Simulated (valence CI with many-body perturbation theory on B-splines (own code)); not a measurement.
## Nd XXI: key properties

Computed by valence CI with perturbative core correlation (CI+MBPT): four valence electrons over a frozen Dirac-Fock core [Kr], radial functions for each j: 9 s, 9 p, 10 d, 8 f, 5 g, 3 h, 1 i, with the one-electron correlation potential Σ1 (screened to all orders), the two-electron term Σ2, the three-electron term Σ3, Breit, model QED; selected single and double excitations, second order for the rest (own B-spline code, finite nucleus).

No measured spectrum was set against this ion. As an estimate, terms of the open shell hold to 2 to 4 % of their energy, and close levels can change places. Only levels of the ground parity were solved; by the run's estimate the other parity begins above the list, which can be wrong where configurations are misplaced.

Levels are named by their leading jj configuration (3d3/2^4 stands for four electrons in 3d with j = 3/2), which in mixed levels can hold well under half, so a name can repeat and another be missing.

Rates and lifetimes use the calculated energies. Strong lines usually hold to 10 to 20 %, long lifetimes can be off by a factor of two.

Question: What is the ground level?

Answer: (4d3/2^4) J=0, composition 49 % 4d4 5D + 45 % 4d4 3P + 6 % 4d4 1S.

Question: What is the ionisation energy?

Answer: 603.05 eV; NIST lists 602 ± 4 eV (theoretical).

Question: How well does LS coupling describe the low levels?

Answer: Among the lowest 20 levels the leading LS term, summed over configurations, holds 57 % on average. For single configurations the figures are 56 % in LS and 78 % in jj coupling. Terms mix most in the J = 4 level at 49467 cm⁻¹, where the leading one holds 33 %.

Question: Name the longest-lived excited levels whose lifetime is computed, and their main decay.

Answer: (4d3/2^3 4d5/2) J=4 at 49467 cm⁻¹ lives 46.5 s, mostly by M1 to (4d3/2^3 4d5/2) J=3.
